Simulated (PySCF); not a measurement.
CH3Te, SMILES [Te]C, multiplicity 2. The structure is a stationary point at B3LYP-D3(BJ)/def2-TZVP. The isomer is the one that the SMILES or the coordinates give; other isomers of the formula were not compared. The def2 effective core potentials stand for the cores of Te; spin–orbit coupling is left out.

Computed equilibrium geometry at B3LYP-D3(BJ)/def2-TZVP (PySCF confirms it by a frequency run) as bond lengths and angles, and its point group:
point group Cs.
Atoms: C1 Te2 H3 H4 H5. Bond lengths (Å): C1–Te2 2.161, C1–H3 1.090, C1–H4 1.086, C1–H5 1.086. Bond angles (°): Te2–C1–H3 106.5, Te2–C1–H4 109.8, Te2–C1–H5 109.8, H3–C1–H4 109.6, H3–C1–H5 109.6, H4–C1–H5 111.5.
Charge 0, spin multiplicity 2.
